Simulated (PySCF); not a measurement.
**Worked example: entropy of an ideal gas**

Mo(NH)2(Cl)(NH2) (ClH₄MoN₃), SMILES [NH]=[Mo](=[NH])([NH2])[Cl], multiplicity 1.

Geometry: B3LYP-D3(BJ)/def2-SVP. The spin state was assumed, not searched. The structure was generated by enumeration; whether it is a known compound was not checked. The def2 effective core potentials stand for the cores of Mo; spin–orbit coupling is left out. The values are those of a single conformer.

B3LYP-D3(BJ)/def2-SVP (PySCF) gives the harmonic wavenumbers 153, 178, 221, 236, 278, 330, 387, 414, 502, 598, 615, 714, 721, 731, 989, 1015, 1508, 3543, 3586, 3589, 3644 cm⁻¹ and the rotational temperatures 0.1689, 0.0914, 0.0884 K. The molar mass is 177.45 g/mol, the symmetry number 1, the spin multiplicity 1.

Problem. Work out the entropy at 298.15 K and 1 atm in the rigid-rotor, harmonic-oscillator model.

Solution. 
Translation (Sackur–Tetrode at 1 atm): S = R[1.5 ln M + 2.5 ln T − 1.16487] = 173.3 J/(mol K).
Rotation: q = (√π/σ) T^1.5/√(θA θB θC) = 247000, S = R[ln q + 3/2] = 115.7 J/(mol K).
Vibration: with u = 1.4388 ν/T, each mode gives R[u/(e^u − 1) − ln(1 − e^−u)]:
| ν (cm⁻¹) | modes | u | S (J/(mol K)) |
|---|---|---|---|
| 153 | 1 | 0.74 | 11.02 |
| 178 | 1 | 0.86 | 9.83 |
| 221 | 1 | 1.07 | 8.16 |
| 236 | 1 | 1.14 | 7.67 |
| 278 | 1 | 1.34 | 6.47 |
| 330 | 1 | 1.59 | 5.27 |
| 387 | 1 | 1.87 | 4.23 |
| 414 | 1 | 2.00 | 3.82 |
| 502 | 1 | 2.42 | 2.73 |
| 598 | 1 | 2.89 | 1.90 |
| 615 | 1 | 2.97 | 1.78 |
| 714 | 1 | 3.45 | 1.21 |
| 721 | 1 | 3.48 | 1.18 |
| 731 | 1 | 3.53 | 1.14 |
| 989 | 1 | 4.77 | 0.41 |
| 1015 | 1 | 4.90 | 0.37 |
| 1508 | 1 | 7.28 | 0.05 |
The stiffer modes add less than 0.005 each. Sum 67.2 J/(mol K).
Spin: R ln 1 = 0.0 J/(mol K).
Total 356.3 J/(mol K); the program's own thermochemistry gives 356.3. Translation makes up 49 % and vibration 19 %. Anharmonicity, hindered rotation and orbital degeneracy are left out.
